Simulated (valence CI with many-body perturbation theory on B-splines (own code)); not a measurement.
E1 line list for Pm30+

Method: relativistic CI+MBPT: three valence electrons over a frozen Dirac-Fock core [Ar] 3d10, a basis of 11 s, 11 p, 9 d, 7 f, 5 g, 2 h, 1 i functions for each j, with the one-electron correlation potential Σ1 (screened to all orders), the two-electron term Σ2, the three-electron term Σ3, Breit, model QED; selected single and double excitations, second order for the rest (own B-spline code, finite nucleus).

No measured spectrum was set against this ion. As an estimate, large intervals hold to a few tenths of a per cent, small ones and those within an open d or f shell to about a per cent.

Lines 151 to 200 of 274 in falling wavelength, among levels below 2818700 cm⁻¹, chosen from the strongest by gf and those to the six lowest levels. Wavelengths and rates use the calculated energies. Electric multipoles are in the length gauge, E1 and E2 with the static RPA response of the core. Weak lines are less certain than strong ones. Lines between different terms over intervals too small for the method are left out, as are lines whose strength nearly cancels. Where a level lies close to another of its J and parity, the split of strength between their lines is uncertain. The highest levels of a list are the least certain.

Levels are named by their leading jj configuration (3d3/2^4 stands for four electrons in 3d with j = 3/2), which in mixed levels can hold well under half, so a name can repeat and another be missing. Letters in brackets count levels of one name in rising energy.

```
λ vac (Å)                          Upper                       Lower   A (s⁻¹)  S (a.u.) with core polarisation  S without
    99.37             (4s^2 4f7/2) J=7/2          (4s^2 4d5/2) J=5/2  3.81e+11                         1.47e+00   1.57e+00
    99.34     (4s 4p3/2 4d3/2) J=3/2 [c]          (4s 4p3/2^2) J=3/2  1.28e+11                         2.47e-01   2.65e-01
    99.30     (4s 4p1/2 4f5/2) J=5/2 [b]  (4s 4p1/2 4d3/2) J=3/2 [b]  8.04e+10                         2.33e-01   2.47e-01
    99.26     (4s 4p3/2 4d5/2) J=5/2 [b]          (4s 4p3/2^2) J=3/2  3.82e+11                         1.11e+00   1.18e+00
    98.58  (4p1/2 4p3/2 4d5/2) J=5/2 [c]  (4s 4p1/2 4d3/2) J=3/2 [a]  9.05e+10                         2.57e-01   2.74e-01
    97.44     (4s 4p3/2 4d5/2) J=7/2 [a]          (4s 4p3/2^2) J=5/2  1.23e+11                         4.49e-01   4.80e-01
    97.12     (4s 4p1/2 4d5/2) J=5/2 [b]      (4s 4p1/2 4p3/2) J=5/2  9.99e+07                         2.71e-04   3.01e-04
    96.48     (4s 4p3/2 4d5/2) J=7/2 [b]          (4s 4p3/2^2) J=5/2  1.79e+11                         6.35e-01   6.77e-01
    96.13     (4s 4p1/2 4f7/2) J=7/2 [a]      (4s 4p1/2 4d3/2) J=5/2  1.08e+11                         3.78e-01   4.02e-01
    95.73             (4s^2 4f5/2) J=5/2          (4s^2 4d3/2) J=3/2  3.74e+11                         9.73e-01   1.04e+00
    94.53         (4s 4p1/2 4d5/2) J=3/2      (4s 4p1/2 4p3/2) J=5/2  4.87e+08                         8.12e-04   8.72e-04
    94.04     (4s 4p1/2 4f5/2) J=5/2 [a]       (4p1/2 4p3/2^2) J=3/2  9.99e+10                         2.46e-01   2.62e-01
    93.75     (4s 4p1/2 4f5/2) J=5/2 [b]      (4s 4p1/2 4d3/2) J=5/2  4.81e+10                         1.17e-01   1.25e-01
    93.75                (4p3/2^3) J=3/2  (4s 4p1/2 4p3/2) J=3/2 [b]  1.75e+10                         2.84e-02   3.05e-02
    92.91     (4s 4p1/2 4d5/2) J=5/2 [b]  (4s 4p1/2 4p3/2) J=3/2 [a]  2.12e+09                         5.04e-03   5.40e-03
    92.79          (4p3/2^2 4d3/2) J=5/2  (4s 4p1/2 4d3/2) J=3/2 [b]  4.03e+10                         9.54e-02   1.02e-01
    92.75          (4p3/2^2 4d5/2) J=9/2      (4s 4p1/2 4d5/2) J=7/2  7.38e+10                         2.91e-01   3.10e-01
    92.19     (4s 4p1/2 4d3/2) J=3/2 [a]          (4s 4p1/2^2) J=1/2  2.77e+10                         4.29e-02   4.60e-02
    91.99     (4s 4p1/2 4f5/2) J=5/2 [a]  (4s 4p1/2 4d3/2) J=3/2 [a]  1.23e+11                         2.83e-01   3.01e-01
    91.68     (4s 4p1/2 4f7/2) J=7/2 [a]       (4p1/2 4p3/2^2) J=5/2  5.07e+10                         1.54e-01   1.64e-01
    91.42     (4s 4p3/2 4d3/2) J=5/2 [a]  (4s 4p1/2 4p3/2) J=3/2 [b]  9.86e+07                         2.23e-04   2.45e-04
    91.37     (4s 4p3/2 4d3/2) J=1/2 [a]  (4s 4p1/2 4p3/2) J=3/2 [b]  5.51e+09                         4.15e-03   4.45e-03
    90.69     (4s 4p3/2 4d3/2) J=3/2 [a]  (4s 4p1/2 4p3/2) J=3/2 [b]  8.24e+08                         1.21e-03   1.31e-03
    90.53         (4s 4p1/2 4d5/2) J=3/2  (4s 4p1/2 4p3/2) J=3/2 [a]  1.42e+10                         2.07e-02   2.23e-02
    90.22          (4p1/2 4p3/2^2) J=3/2          (4s 4p1/2^2) J=1/2  1.19e+10                         1.73e-02   1.86e-02
    89.52     (4s 4p1/2 4f5/2) J=5/2 [b]       (4p1/2 4p3/2^2) J=5/2  4.56e+10                         9.69e-02   1.04e-01
    89.30     (4s 4p1/2 4f7/2) J=7/2 [b]       (4p1/2 4p3/2^2) J=5/2  5.14e+10                         1.45e-01   1.54e-01
    89.19         (4s 4p1/2 4f5/2) J=3/2  (4s 4p1/2 4d3/2) J=3/2 [a]  7.68e+10                         1.08e-01   1.15e-01
    89.14             (4s^2 4f5/2) J=5/2          (4s 4p3/2^2) J=3/2  2.87e+10                         6.03e-02   6.42e-02
    87.91                (4p3/2^3) J=3/2      (4s 4p1/2 4p3/2) J=5/2  7.54e+09                         1.01e-02   1.08e-02
    87.90     (4s 4p3/2 4d3/2) J=3/2 [b]      (4s 4p1/2 4p3/2) J=1/2  2.01e+11                         2.70e-01   2.89e-01
    86.72             (4s 4p3/2^2) J=3/2          (4s^2 4p1/2) J=1/2  1.54e+11                         1.99e-01   2.13e-01
    86.34             (4s 4p3/2^2) J=1/2          (4s^2 4p1/2) J=1/2  4.09e+09                         2.60e-03   2.79e-03
    86.29     (4s 4p3/2 4d5/2) J=5/2 [a]  (4s 4p1/2 4p3/2) J=3/2 [b]  7.61e+08                         1.45e-03   1.56e-03
    85.91     (4s 4p3/2 4d3/2) J=3/2 [b]  (4s 4p1/2 4p3/2) J=3/2 [b]  1.06e+11                         1.33e-01   1.42e-01
    85.86     (4s 4p3/2 4d3/2) J=5/2 [a]      (4s 4p1/2 4p3/2) J=5/2  2.24e+11                         4.20e-01   4.50e-01
    85.68          (4p3/2^2 4d3/2) J=1/2       (4p1/2 4p3/2^2) J=3/2  1.78e+11                         1.10e-01   1.18e-01
    85.39     (4s 4p1/2 4f7/2) J=7/2 [c]       (4p1/2 4p3/2^2) J=5/2  2.14e+10                         5.26e-02   5.61e-02
    85.29          (4p3/2^2 4d3/2) J=3/2       (4p1/2 4p3/2^2) J=3/2  1.32e+11                         1.62e-01   1.73e-01
    85.27  (4p1/2 4p3/2 4d5/2) J=3/2 [a]       (4p1/2^2 4p3/2) J=3/2  1.66e+11                         2.04e-01   2.18e-01
    85.25          (4p3/2^2 4d3/2) J=5/2       (4p1/2 4p3/2^2) J=3/2  1.42e+11                         2.60e-01   2.79e-01
    85.21         (4s 4p3/2 4d3/2) J=7/2      (4s 4p1/2 4p3/2) J=5/2  3.12e+11                         7.62e-01   8.17e-01
    85.21     (4s 4p3/2 4d3/2) J=3/2 [a]      (4s 4p1/2 4p3/2) J=5/2  6.45e+10                         7.88e-02   8.45e-02
    85.18  (4p1/2 4p3/2 4d5/2) J=5/2 [a]       (4p1/2^2 4p3/2) J=3/2  2.10e+11                         3.83e-01   4.11e-01
    84.45                (4p3/2^3) J=3/2  (4s 4p1/2 4p3/2) J=3/2 [a]  7.04e+10                         8.37e-02   8.98e-02
    84.42          (4p1/2 4p3/2^2) J=1/2          (4s 4p1/2^2) J=1/2  7.53e+08                         4.47e-04   4.80e-04
    84.38          (4p3/2^2 4d5/2) J=7/2       (4p1/2 4p3/2^2) J=5/2  2.84e+10                         6.75e-02   7.21e-02
    84.23          (4p3/2^2 4d3/2) J=3/2       (4p1/2 4p3/2^2) J=5/2  4.45e+10                         5.25e-02   5.63e-02
    84.19          (4p3/2^2 4d3/2) J=5/2       (4p1/2 4p3/2^2) J=5/2  1.58e+11                         2.79e-01   2.99e-01
    83.97          (4p3/2^2 4d3/2) J=1/2  (4s 4p1/2 4d3/2) J=3/2 [a]  8.45e+10                         4.94e-02   5.30e-02
```
